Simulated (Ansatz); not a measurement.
`N[SiH2]O[SiH](N)F` and `N[Si@H](F)O[Si@@H](N)O` differ in one atom or group.

Ansatz, PBE0-D4/def2-TZVP geometries, multiplicity 1. Each molecule was computed in one conformer, which needn't be the lowest.

```json
{"property": "size of the dipole moment (ωB97M-V/def2-TZVPP) / D", "`N[SiH2]O[SiH](N)F`": "3.35"}
{"property": "HOMO energy (PBE0/def2-TZVPP) / eV", "`N[SiH2]O[SiH](N)F`": "-7.81"}
{"property": "LUMO energy (ωB97M-V/def2-TZVPP) / eV", "`N[SiH2]O[SiH](N)F`": "1.90"}
{"property": "HOMO–LUMO gap (B3LYP/def2-TZVPP) / eV", "`N[SiH2]O[SiH](N)F`": "7.69"}
{"property": "LUMO energy (PBE/def2-TZVPP) / eV", "`N[SiH2]O[SiH](N)F`": "-0.36"}
{"property": "size of the dipole moment (B3LYP/def2-TZVPP) / D", "`N[SiH2]O[SiH](N)F`": "3.33"}
```

**Question.** What does the change do to each property? (Estimate.)

**Answer.** Computed: 
```csv
property,`N[Si@H](F)O[Si@@H](N)O`,shift
size of the dipole moment (ωB97M-V/def2-TZVPP) / D,1.28,-2.07
HOMO energy (PBE0/def2-TZVPP) / eV,-7.66,0.15
LUMO energy (ωB97M-V/def2-TZVPP) / eV,2.28,0.38
HOMO–LUMO gap (B3LYP/def2-TZVPP) / eV,7.97,0.28
LUMO energy (PBE/def2-TZVPP) / eV,0.07,0.43
size of the dipole moment (B3LYP/def2-TZVPP) / D,1.27,-2.06
```

With PBE0 the HOMO rises by 0.15 eV and the LUMO rises by 0.43 eV, so the gap widens by about 0.28 eV. PBE moves the HOMO by 0.09 eV and ωB97M-V by 0.18 eV. Dipoles are sizes alone; their direction can turn.

B3LYP here is the variant with VWN-RPA as its local correlation; programs differ in this.
